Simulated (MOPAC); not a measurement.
MOPAC input (AM1):

```
AM1 PRECISE GNORM=0.05 LET XYZ UHF MS=0.5 GEO-OK AUX(PRECISION=9) THREADS=1
C2H9OSi2

C     2.72453300 1    0.83246000 1    0.26216400 1
Si    1.58824500 1   -0.58954800 1    0.04178800 1
O     0.04737400 1   -0.03816900 1    0.01290500 1
Si   -1.54797300 1   -0.38902200 1   -0.14365900 1
C    -2.52876400 1    1.19051100 1   -0.04372800 1
H     3.80176800 1    0.71390900 1    0.31060100 1
H     2.37228500 1    1.85360400 1    0.35423600 1
H     1.75142100 1   -1.56455400 1    1.15190900 1
H     1.88863400 1   -1.30609000 1   -1.22556500 1
H    -1.77492300 1   -1.06113100 1   -1.44757100 1
H    -1.95177600 1   -1.32146700 1    0.93832200 1
H    -2.23986600 1    1.87943800 1   -0.83980900 1
H    -2.36767300 1    1.68892300 1    0.91412500 1
H    -3.59726700 1    0.98486600 1   -0.14390000 1
```

From the output:

```
                                                       MOPAC v23.2.5 Linux

          FINAL HEAT OF FORMATION =        -74.53792 KCAL/MOL =    -311.86668 KJ/MOL

          COSMO AREA              =        157.69 SQUARE ANGSTROMS
          COSMO VOLUME            =        157.89 CUBIC ANGSTROMS

          GRADIENT NORM           =          0.04520          =       0.01208 PER ATOM
          IONIZATION POTENTIAL    =          9.868876 EV
          ALPHA SOMO LUMO (EV)    =         -9.869  0.882
          BETA  SOMO LUMO (EV)    =        -10.324  0.378
          NO. OF ALPHA ELECTRONS  =         16
          NO. OF BETA  ELECTRONS  =         15
          MOLECULAR WEIGHT        =        105.2635         POINT GROUP:  Cs

          MOLECULAR DIMENSIONS (Angstroms)

            Atom       Atom       Distance
            H    14    H     6     6.09361
            H    13    H     9     3.62145
            H     8    H    12     3.40473

          SCF CALCULATIONS        =         58

   ATOM   CHEMICAL          X               Y               Z
  NUMBER   SYMBOL      (ANGSTROMS)     (ANGSTROMS)     (ANGSTROMS)

     1       C          2.07423743  *   1.08492405  *   0.24675133  *
     2      Si          1.68262152  *  -0.60037764  *   0.04963940  *
     3       O         -0.01458574  *  -0.87870867  *  -0.10096174  *
     4      Si         -1.68209669  *  -0.43296787  *  -0.15681190  *
     5       C         -1.90771782  *   1.34419807  *   0.01642842  *
     6       H          3.09499076  *   1.46129461  *   0.35223403  *
     7       H          1.31710045  *   1.87345473  *   0.27692096  *
     8       H          2.16107522  *  -1.35510195  *   1.20219494  *
     9       H          2.32924470  *  -1.12049813  *  -1.14953646  *
    10       H         -2.21905417  *  -0.88726376  *  -1.43209089  *
    11       H         -2.36627123  *  -1.13478603  *   0.92043772  *
    12       H         -1.38349208  *   1.91012497  *  -0.78969116  *
    13       H         -1.50912636  *   1.72136827  *   0.98785032  *
    14       H         -2.98421588  *   1.63487973  *  -0.02877514  *

                             CARTESIAN COORDINATES

   1    C        2.074237431     1.084924049     0.246751330
   2   Si        1.682621515    -0.600377643     0.049639401
   3    O       -0.014585739    -0.878708671    -0.100961738
   4   Si       -1.682096694    -0.432967870    -0.156811897
   5    C       -1.907717822     1.344198068     0.016428415
   6    H        3.094990756     1.461294614     0.352234026
   7    H        1.317100451     1.873454730     0.276920955
   8    H        2.161075216    -1.355101954     1.202194939
   9    H        2.329244701    -1.120498128    -1.149536464
  10    H       -2.219054167    -0.887263758    -1.432090891
  11    H       -2.366271228    -1.134786033     0.920437723
  12    H       -1.383492084     1.910124970    -0.789691157
  13    H       -1.509126361     1.721368272     0.987850318
  14    H       -2.984215877     1.634879730    -0.028775144

           Empirical Formula: C2 H9 O Si2  =    14 atoms

      MOLECULAR POINT GROUP   :   Cs

          ALPHA EIGENVALUES
 -34.41296 -28.96850 -28.10731 -17.76241 -15.25959 -14.80353 -14.51454 -14.41691
 -13.57892 -13.38287 -13.07213 -12.02627 -11.98382 -10.88929 -10.55741  -9.86888
   0.88218   1.74016   1.95977   2.00074   2.08658   2.40240   2.42582   3.83278
   4.28891   4.29970   4.46980   4.57964   5.13773

           BETA EIGENVALUES
 -34.43098 -28.93894 -26.33562 -17.75212 -15.13541 -14.76878 -14.35223 -14.33162
 -13.49372 -13.27492 -12.94099 -11.80407 -11.69695 -10.75575 -10.32397   0.37830
   0.84729   1.82616   2.07805   2.09606   2.16826   2.69227   2.72189   3.82295
   4.28886   4.30439   4.80626   5.12496   5.28864

              NET ATOMIC CHARGES AND DIPOLE CONTRIBUTIONS

  ATOM NO.   TYPE          CHARGE      No. of ELECS.   s-Pop       p-Pop
    1          C          -0.612109        4.6121     1.36023     3.25188
    2         Si           1.336698        2.6633     0.76526     1.89805
    3          O          -0.905101        6.9051     1.80916     5.09594
    4         Si           1.310589        2.6894     0.78261     1.90680
    5          C          -0.614710        4.6147     1.27594     3.33877
    6          H           0.115617        0.8844     0.88438
    7          H           0.111915        0.8881     0.88808
    8          H          -0.250700        1.2507     1.25070
    9          H          -0.249963        1.2500     1.24996
   10          H          -0.261699        1.2617     1.26170
   11          H          -0.262350        1.2623     1.26235
   12          H           0.092509        0.9075     0.90749
   13          H           0.092398        0.9076     0.90760
   14          H           0.096904        0.9031     0.90310
 DIPOLE           X         Y         Z       TOTAL
 POINT-CHG.    -0.062    -0.204    -0.012     0.214
 HYBRID         0.110     1.669     0.179     1.682
 SUM            0.047     1.465     0.167     1.475

          ATOMIC ORBITAL ELECTRON POPULATIONS

     Atom    s        px        py        pz
    1  C   1.36023   1.05934   1.18703   1.00550
    2 Si   0.76526   0.50886   0.64480   0.74438
    3  O   1.80916   1.34538   1.84476   1.90579
    4 Si   0.78261   0.52118   0.64766   0.73796
    5  C   1.27594   1.05676   1.22488   1.05713
    6  H   0.88438
    7  H   0.88808
    8  H   1.25070
    9  H   1.24996
   10  H   1.26170
   11  H   1.26235
   12  H   0.90749
   13  H   0.90760
   14  H   0.90310

                    (SZ)    =    0.500000
                    (S**2)  =    0.765684

          ATOMIC ORBITAL SPIN POPULATIONS

    Atom   Total    s     px     py     pz
         Atomic
    1  C  1.1512  0.061  0.063  0.076  0.952
    2 Si -0.1279 -0.027 -0.008 -0.057 -0.036
    3  O -0.0055 -0.000  0.001 -0.005 -0.002
    4 Si -0.0001 -0.000 -0.000  0.000 -0.000
    5  C -0.0005 -0.000 -0.000 -0.000 -0.000
    6  H -0.0572 -0.057
    7  H -0.0577 -0.058
    8  H  0.0491  0.049
    9  H  0.0485  0.049
   10  H -0.0000 -0.000
   11  H -0.0000 -0.000
   12  H  0.0000  0.000
   13  H  0.0000  0.000
   14  H  0.0000  0.000

 **********************
 *                    *
 * JOB ENDED NORMALLY *
 *                    *
 **********************

 == MOPAC DONE ==
```

The geometry given is a B3LYP-D3(BJ)/def2-TZVP minimum.
